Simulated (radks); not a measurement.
Trend from Rb4+ to Xe4+: ionisation energy by Delta-SCF between NIST ground configurations, and size. Method: Dirac Kohn-Sham, LDA (Slater exchange, Perdew-Wang correlation), spin-unpolarised, spherical densities, point nucleus; open shells fill j = l - 1/2 first; computed with a radial shooting solver on a logarithmic mesh with Libxc functionals.

| species | configuration | IE (eV) | NIST (eV) | kind | -e(HOMO) (eV) | r at 0.001 e/bohr^3 (bohr) |
|---|---|---|---|---|---|---|
| Rb4+ | [Ar] 3d10 4s2 4p3 | 67.463 | 68.4 | theory | 60.279 (4p3/2) | 3.02 |
| Sr4+ | [Ar] 3d10 4s2 4p4 | 71.783 | 71 | semi-emp. | 64.273 (4p3/2) | 2.99 |
| Zr4+ | [Kr] | 80.427 | 80.35 | semi-emp. | 72.289 (4p3/2) | 2.89 |
| Nb4+ | [Kr] 4d1 | 50.616 | 50.573 | exp. | 43.726 (4d3/2) | 2.99 |
| Mo4+ | [Kr] 4d2 | 53.818 | 54.42 | semi-emp. | 46.633 (4d3/2) | 3.03 |
| Tc4+ | [Kr] 4d3 | 56.934 | 57 | theory | 49.463 (4d3/2) | 3.03 |
| Ru4+ | [Kr] 4d4 | 59.987 | 59 | theory | 52.234 (4d3/2) | 3.00 |
| Rh4+ | [Kr] 4d5 | 62.448 | 63 | theory | 54.464 (4d5/2) | 2.97 |
| Pd4+ | [Kr] 4d6 | 65.374 | 61 | theory | 57.118 (4d5/2) | 2.93 |
| Ag4+ | [Kr] 4d7 | 68.263 | 65 | theory | 59.738 (4d5/2) | 2.89 |
| Cd4+ | [Kr] 4d8 | 71.123 | 68 | theory | 62.331 (4d5/2) | 2.85 |
| In4+ | [Kr] 4d9 | 73.956 | 69 | semi-emp. | 64.901 (4d5/2) | 2.81 |
| Sn4+ | [Kr] 4d10 | 76.768 | 77.03 | exp. | 67.451 (4d5/2) | 2.77 |
| Sb4+ | [Kr] 4d10 5s1 | 55.858 | 55.0 | semi-emp. | 50.298 (5s1/2) | 3.12 |
| Te4+ | [Kr] 4d10 5s2 | 59.648 | 59 | exp. | 53.756 (5s1/2) | 3.23 |
| I4+ | [Kr] 4d10 5s2 5p1 | 51.649 | 51.52 | exp. | 46.105 (5p1/2) | 3.36 |
| Xe4+ | [Kr] 4d10 5s2 5p2 | 55.048 | 54.1 | semi-emp. | 49.240 (5p1/2) | 3.39 |

Reference values: NIST Atomic Spectra Database (exp. = measured, semi-emp. = semi-empirical, theory = theoretical value adopted there). Spin polarisation and multiplet splitting are left out, so open shells lie too high by an amount that depends on their filling.

Beside tabulated values, note that spin-unpolarised runs miss the spin-polarisation part of the exchange energy of open shells.
